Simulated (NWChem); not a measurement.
# GeH2OCl2; SMILES [OH][GeH]([Cl])[Cl]

```xyz
6

Ge    -0.3619     0.0607     0.4114
O     -1.9804     0.1688    -0.3121
Cl     0.7927     1.8303    -0.0741
Cl     0.7129    -1.6322    -0.4133
H     -0.5599    -0.0837     1.9278
H     -1.9359     0.2636    -1.2832
```
Atoms are numbered in this order, from 1.

Level: PBE-D3(BJ)/def2-SVP (NWChem), optimised geometry, unscaled harmonic frequencies. 

| frequency (cm⁻¹) | IR intensity (km/mol) |
|---|---|
| 143 | 3.0 |
| 154 | 15.8 |
| 204 | 18.5 |
| 261 | 108.4 |
| 405 | 25.4 |
| 426 | 94.7 |
| 677 | 55.2 |
| 683 | 23.8 |
| 707 | 84.4 |
| 910 | 112.3 |
| 2155 | 51.7 |
| 3720 | 84.5 |

| Item | Value |
|---|---|
| zero-point energy | 14.9 kcal/mol |
| thermal correction to the enthalpy at 298.15 K (with zero-point energy) | 19.4 kcal/mol |
| heat capacity Cv | 19.3 cal/(mol K) |
| entropy at 298.15 K and 1 atm (symmetry number 1) | 80.8 cal/(mol K) |
| dipole moment | 0.69 D |

Rigid rotor and harmonic oscillator.
